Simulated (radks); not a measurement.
All-electron atom: Pt+ in [Xe] 4f14 6s(up 0.5, down 0.5) 5d(up 4.75, down 3.25) (fractional occupations, a model configuration). Calculated with a radial shooting solver on a logarithmic mesh with Libxc functionals: scalar-relativistic Kohn-Sham, r2SCAN, spin-polarised, spherical densities, finite nucleus; meta-GGA in the generalised Kohn-Sham scheme; Fermi nuclear charge, rms radius 5.427 fm.

Radial electron density D(r) = 4 pi r^2 rho(r):

| r (bohr) | D(r) (e/bohr) | spin D(r) |
|---|---|---|
| 0.0007491 | 6.320 | -0.00000875 |
| 0.0008721 | 7.965 | -0.0000110 |
| 0.001015 | 10.01 | -0.0000138 |
| 0.001173 | 12.37 | -0.0000171 |
| 0.001365 | 15.42 | -0.0000213 |
| 0.001589 | 19.11 | -0.0000264 |
| 0.00185 | 23.56 | -0.0000325 |
| 0.002154 | 28.83 | -0.0000398 |
| 0.002507 | 35.02 | -0.0000486 |
| 0.002896 | 41.74 | -0.0000583 |
| 0.003371 | 49.72 | -0.0000702 |
| 0.003924 | 58.50 | -0.0000842 |
| 0.004568 | 67.88 | -0.000101 |
| 0.005318 | 77.48 | -0.000120 |
| 0.006192 | 86.80 | -0.000144 |
| 0.00715 | 94.79 | -0.000173 |
| 0.008324 | 101.6 | -0.000211 |
| 0.009691 | 106.2 | -0.000263 |
| 0.01128 | 107.9 | -0.000331 |
| 0.01313 | 106.8 | -0.000417 |
| 0.01529 | 103.4 | -0.000513 |
| 0.0178 | 99.12 | -0.000583 |
| 0.02056 | 96.09 | -0.000549 |
| 0.02393 | 96.19 | -0.000232 |
| 0.02786 | 101.4 | 0.000720 |
| 0.03243 | 112.1 | 0.00291 |
| 0.03776 | 126.0 | 0.00727 |
| 0.04396 | 139.0 | 0.0150 |
| 0.05076 | 145.5 | 0.0267 |
| 0.0591 | 143.2 | 0.0445 |
| 0.0688 | 132.5 | 0.0673 |
| 0.08009 | 119.6 | 0.0918 |
| 0.09324 | 112.9 | 0.111 |
| 0.1085 | 117.3 | 0.116 |
| 0.1254 | 128.1 | 0.0990 |
| 0.1459 | 135.2 | 0.0591 |
| 0.1699 | 127.5 | 0.0124 |
| 0.1978 | 105.6 | -0.0105 |
| 0.2303 | 82.45 | 0.0195 |
| 0.2681 | 72.45 | 0.104 |
| 0.3096 | 77.28 | 0.196 |
| 0.3604 | 85.94 | 0.237 |
| 0.4195 | 84.61 | 0.178 |
| 0.4884 | 70.02 | 0.0568 |
| 0.5686 | 50.09 | -0.0191 |
| 0.6619 | 34.10 | 0.0618 |
| 0.7706 | 25.34 | 0.331 |
| 0.89 | 21.42 | 0.685 |
| 1.036 | 18.37 | 1.02 |
| 1.206 | 14.72 | 1.19 |
| 1.404 | 10.75 | 1.15 |
| 1.635 | 7.273 | 0.946 |
| 1.903 | 4.674 | 0.665 |
| 2.198 | 2.969 | 0.412 |
| 2.559 | 1.753 | 0.210 |
| 2.979 | 0.9560 | 0.0861 |
| 3.467 | 0.4640 | 0.0251 |
| 4.037 | 0.1931 | 0.00303 |
| 4.699 | 0.06649 | -0.00153 |
| 5.427 | 0.01971 | -0.00117 |
| 6.318 | 0.004248 | -0.000414 |
| 7.355 | 0.0006808 | -0.0000923 |

D(r) has 4 maxima, at r = 0.0115, 0.0528, 0.147, 0.384 bohr, and minima at 0.0221, 0.0947, 0.270 bohr, inside which lie 1.88, 11.02, 29.88 electrons.
